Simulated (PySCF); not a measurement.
Z-matrix (Å, degrees):
```
Nb
O 1 1.7289
O 1 1.9035 2 108.08
C 3 1.4098 1 145.75 2 1.47
H 4 1.1061 3 109.69 1 -122.17
H 4 1.1062 5 108.48 3 119.84
H 4 1.1071 5 108.87 6 118.32
O 1 1.9038 2 107.87 3 119.96
C 8 1.4102 1 145.01 2 0.20
H 9 1.1061 8 109.69 1 -121.78
H 9 1.1061 10 108.49 8 119.83
H 9 1.1071 10 108.88 11 118.34
O 1 1.9040 2 107.91 8 120.02
C 13 1.4102 1 144.96 2 1.75
H 14 1.1061 13 109.68 1 -122.88
H 14 1.1062 15 108.49 13 119.84
H 14 1.1071 15 108.88 16 118.34
```
Charge 0, multiplicity 1.

**Question.** What LUMO, dipole moment and HOMO does TPSSh-D3(BJ)/def2-TZVP // TPSS-D3(BJ)/def2-SVP (PySCF) give?

**Answer.** 
The LUMO is -0.90 eV and the dipole moment comes out as 0.219 e·Å. The HOMO comes out as -7.27 eV.
